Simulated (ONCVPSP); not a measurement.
An all-electron radial function and its pseudo partner (aluminium)

Columns: radius, all-electron u(r) and pseudo u(r) of the 3p shell (level -2.88 eV) of aluminium in the configuration [Ne] 3s1.75 3p1.25; PBE, scalar-relativistic, ONCV scheme, ONCVPSP 4.0.1.

| r (bohr) | all-electron | pseudo |
| --- | --- | --- |
| 0.103 | -0.0774 | 0.0025 |
| 0.205 | -0.1687 | 0.0099 |
| 0.308 | -0.2132 | 0.0223 |
| 0.410 | -0.2118 | 0.0393 |
| 0.513 | -0.1784 | 0.0606 |
| 0.615 | -0.1263 | 0.0854 |
| 0.718 | -0.0637 | 0.1136 |
| 0.820 | 0.0022 | 0.1443 |
| 0.923 | 0.0688 | 0.1776 |
| 1.025 | 0.1324 | 0.2125 |
| 1.128 | 0.1927 | 0.2488 |
| 1.230 | 0.2478 | 0.2852 |
| 1.332 | 0.2979 | 0.3212 |
| 1.435 | 0.3435 | 0.3565 |
| 1.538 | 0.3843 | 0.3906 |
| 1.640 | 0.4201 | 0.4225 |
| 1.743 | 0.4518 | 0.4524 |
| 1.845 | 0.4787 | 0.4788 |
| 1.948 | 0.5016 | 0.5016 |
| 2.050 | 0.5202 | 0.5202 |
| 2.153 | 0.5352 | 0.5352 |
| 2.255 | 0.5465 | 0.5465 |
| 2.358 | 0.5547 | 0.5547 |
| 2.460 | 0.5599 | 0.5599 |
| 2.562 | 0.5624 | 0.5624 |
| 2.665 | 0.5626 | 0.5626 |

How many radial nodes do the two functions have?

The all-electron 3p function has n − l − 1 = 1; the pseudo-wave has 0, since the states of the same l below it are removed with the core.

At about which radius was the pseudo-wave matched?

1.95 bohr. The columns agree to 0.0005 from 1.84 bohr on; several derivatives are matched, so the curves merge somewhat inside the radius.

Is the pseudo-wave norm-conserving?

Yes: the ONCV scheme keeps the norm inside the radius equal to the all-electron one, which fixes the energy derivative of the logarithmic derivative at the level.
